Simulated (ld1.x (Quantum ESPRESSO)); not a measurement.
## What one change does to a pseudopotential (S, TM)

```json
{
 "Element": "S",
 "Generator": "ld1.x (Quantum ESPRESSO) 7.5",
 "Type": "norm-conserving Troullier–Martins (Kleinman–Bylander form)",
 "Functional": "PBE",
 "Relativity": "scalar-relativistic",
 "Frozen core": "[Ne]",
 "Valence charge": "6",
 "Reference configuration": "3s2 3p4",
 "Partial waves": "3s (bound): rc 1.35 bohr; 3p (bound): rc 1.40 bohr; 3d channel at 0.1 Ry: rc 1.10 bohr",
 "Local potential": "the d channel",
 "Core correction": "none"
}
```

Change: core correction a·sin(br)/r model core inside 0.88 bohr.

Cutoffs: the cutoffs (Ry, on a coarse ladder) from which the occupation-weighted sum of valence levels, in a spherical-Bessel basis at the reference potential, stays within 10 and 1 mRy of its value at 400 Ry; they do not see the model core or the augmentation charge, which bear on the density cutoff. Errors are all-electron minus pseudo energies relative to the spin-unpolarised reference configuration.

Q: What does the change do?

A: The potential gets neither clearly harder nor softer (25 Ry and 70 Ry → 25 Ry and 70 Ry); both files keep a bound ghost (s); the number of tests that count goes from 6 to 5; of the 5 tests that both files solve, the error grows in 3 and shrinks in 1 by more than 15 % and 0.3 meV (median size 1.4 → 1.2 meV). A model core, the more so a compact one, raises the density cutoff, which this test does not measure.

| quantity | base | changed |
| --- | --- | --- |
| cutoff, loose | 25 Ry | 25 Ry |
| cutoff, tight | 70 Ry | 70 Ry |
| bound ghosts | s | s |
| tests counted (converged, no solver errors) | 6 of 7 | 5 of 7 |
| error for 3s2 3p3, meV [ΔE 11.77 eV] | -3.7 | -4.9 |
| error for 3s1 3p5, meV [ΔE 10.31 eV] | -1.3 | -1.2 |
| error for 3s0 3p6, meV [ΔE 20.74 eV] | +1.5 | +3.2 |
| error for 3s1 3p4, meV [ΔE 22.65 eV] | -1.4 | -0.5 |
| error for 3s2 3p3.5, meV [ΔE 4.66 eV] | -0.7 | -1.0 |
| s: phases at 1.54 bohr within 0.05 rad from the reference energy up to (Ry; the scan ends near 5) | to the end of the scan | to the end of the scan |
| p: phases at 1.54 bohr within 0.05 rad from the reference energy up to (Ry; the scan ends near 5) | 3.7 | 3.7 |
| d: phases at 1.54 bohr within 0.05 rad from the reference energy up to (Ry; the scan ends near 5) | to the end of the scan | to the end of the scan |

Base: Tests not counted: 3s2 3p1 (solver errors, printed error -56.2 eV). ld1.x printed “convergence not achieved” for 1 of the counted tests; its residual had stalled under 1e-8, short of the target of 1e-14. Changed file: Tests not counted: 3s2 3p2 (solver errors, printed error -96.0 eV); 3s2 3p1 (solver errors, printed error -55.9 eV). A true bound ghost makes a file unfit for plane-wave use even where its test errors are small: the radial tests pick states by their node count and pass the ghost by. Where a test does run into it, the solver fails or the error is huge.
